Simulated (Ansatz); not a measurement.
ZrCl₃F⁺, that is ZrFCl3 with one electron fewer. Total charge 1; doublet. Geometry PBE0-D4/def2-SVP, that of the neutral singlet; atoms count from 1.

Cartesian coordinates in Å:
```
Zr -0.0389 0.0529 -0.0528
F -0.9082 1.2336 -1.2303
Cl 1.8760 -0.7825 -1.0786
Cl -1.4753 -1.7011 0.4741
Cl 0.5464 1.1972 1.8876
```

In the def2 sets Zr takes a core potential; there is no spin–orbit coupling.

(1) Estimate the Mulliken populations from the PBE0/def2-TZVP orbitals of Ansatz.

(2) Where does the spin sit?

(3) And the Mayer bond orders between bonded heavy atoms (over 0.3)?

## Answers

(1) 
```tsv
atom	charge (e)	spin (α − β)	d electrons
Zr1	1.51	-0.15	1.88
F2	-0.35	0.00	–
Cl3	-0.05	0.38	–
Cl4	-0.05	0.38	–
Cl5	-0.05	0.38	–
```
Mulliken values and Mayer orders depend strongly on the basis.

(2) Summed by element: Zr -0.15, F 0.00, Cl 1.15, of 1 unpaired in all. Largest on single atoms: Cl3 0.38, Cl5 0.38, Cl4 0.38.

(3) Zr1–F2 1.07 (1.88 Å); Zr1–Cl3 1.03 (2.33 Å); Zr1–Cl4 1.03 (2.33 Å); Zr1–Cl5 1.03 (2.33 Å).
